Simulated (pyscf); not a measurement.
Structures and frequencies: ωB97X-D3(BJ)/def2-SVP in PySCF.

SMILES: FC(F)C(Cl)CCl
```xyz
11

F      0.3458     0.3587     0.1972
C     -0.0551    -0.8677    -0.2331
F     -0.3336    -1.6185     0.8535
C     -1.3159    -0.6867    -1.0712
Cl    -1.8202    -2.2730    -1.6987
C     -1.1480     0.3223    -2.1929
Cl     0.1546    -0.1307    -3.3193
H      0.7653    -1.3351    -0.8010
H     -2.1089    -0.3315    -0.3951
H     -0.8956     1.3011    -1.7639
H     -2.0792     0.4014    -2.7683
```
Charge 0, spin multiplicity 1.

Question: How much does it cost (ΔH, 298 K, ωB97M-D3(BJ)/def2-TZVP) to split F–CH(F)–CH(Cl)–CH₂–Cl at its C–C bond into F–CH•–F + Cl–CH•–CH₂–Cl?

Answer: C–C to F–CH•–F + Cl–CH•–CH₂–Cl: 366.2 kJ/mol. The 7 functionals that were run give +326.7 (r²SCAN) to +370.0 kJ/mol (M06-2X). Other isomers of Cl–CH•–CH₂–Cl were not searched in full and may lie lower.
